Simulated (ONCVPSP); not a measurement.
## Ag (Z = 47) ONCV: all-electron and pseudo phase curves

* Element: Ag (Z = 47)
* Generator: ONCVPSP 4.0.1
* Type: optimised norm-conserving Vanderbilt (ONCV)
* Functional: PBE
* Relativity: scalar-relativistic
* Frozen core: [Kr]
* Valence charge: 11
* Reference configuration: 4d10 5s1
* Partial waves: 5s: rc 2.60 bohr, ncon 4, nbas 9, qcut 2.4 1/bohr, 2 projectors, debl 2.9 Ha; p scattering state at 0.19 Ha: rc 2.50 bohr, ncon 4, nbas 7, qcut 3.7 1/bohr, 1 projector; 4d: rc 1.80 bohr, ncon 4, nbas 9, qcut 9.3 1/bohr, 2 projectors, debl 3.5 Ha; f scattering state at 0.12 Ha: rc 1.80 bohr, ncon 4, nbas 8, qcut 5.9 1/bohr, local
* Local potential: the f channel
* Core correction: Teter function, fcfact 2.5, rcfact 1.2

The phase is arctan(r·R′/R) of the radial function R(r), unwrapped; energies in Ha, scanned from -2 to 5 Ha. A pole is an energy at which the radial function vanishes at the test radius. The pseudo phase is shifted by a multiple of π to meet the all-electron one at the reference energy, and phase errors are pseudo minus all-electron; the curves can meet again beyond the range given. Levels narrower than the energy grid can be missing from the lists of poles.

```json
{"channel": "s", "radius (bohr)": "2.63", "reference energy (Ha)": "-0.16", "poles, all-electron": "0.85", "poles, pseudo": "0.83", "unbroken range about the reference energy with phases within 0.05 rad": "below 2.2", "phase error 1 Ha above the reference energy (rad)": "-0.005"}
{"channel": "p", "radius (bohr)": "2.54", "reference energy (Ha)": "0.19", "poles, all-electron": "1.66", "poles, pseudo": "0.41, 1.84", "unbroken range about the reference energy with phases within 0.05 rad": "below 0.3", "phase error 1 Ha above the reference energy (rad)": "-3.111"}
{"channel": "d", "radius (bohr)": "1.83", "reference energy (Ha)": "-0.27", "poles, all-electron": "0.33", "poles, pseudo": "0.33", "unbroken range about the reference energy with phases within 0.05 rad": "the whole range", "phase error 1 Ha above the reference energy (rad)": "+0.002"}
{"channel": "f", "radius (bohr)": "1.83", "reference energy (Ha)": "0.12", "poles, all-electron": "2.79", "poles, pseudo": "3.42", "unbroken range about the reference energy with phases within 0.05 rad": "below 1.1", "phase error 1 Ha above the reference energy (rad)": "+0.057"}
```

Note: no bound ghost flagged; GHOST(+) flagged for p at 11.7 eV, s at 75.8 eV.

Phases in the p channel:

```csv
E (Ha),all-electron,pseudo
-1.98,1.356,1.306
-1.62,1.291,1.266
-1.26,1.229,1.207
-0.90,1.131,1.107
-0.54,0.935,0.902
-0.18,0.405,0.365
0.18,-0.656,-0.656
0.54,-1.189,-4.260
0.90,-1.389,-4.495
1.26,-1.494,-4.605
1.62,-1.564,-4.677
1.98,-1.624,-4.734
2.34,-1.687,-4.789
2.70,-1.772,-4.857
3.06,-1.933,-4.967
3.42,-2.434,-5.247
3.78,-3.823,-6.480
4.14,-4.339,-7.413
4.50,-4.497,-7.626
4.86,-4.572,-7.715
```
